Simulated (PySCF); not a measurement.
C2H2O, SMILES C1=CO1. The structure is a stationary point at PBE0-D3(BJ)/def2-TZVP.

TDDFT-ωB97X/def2-SVPD in PySCF 2.14.0 puts the lowest singlet excitations at 4.21, 5.51, 6.47, 6.52, 6.98, 8.03 eV.

Task: What are the lowest excitation roots from ADC(2)/aug-cc-pVDZ (PySCF)? (The exact figures need the calculation; the answer reports its results.)

Result: 3.55, 4.50, 4.68, 4.94, 5.89, 6.27 eV. S1 differs by -0.66 eV (second minus first; roots are paired by order, and the bases may differ).
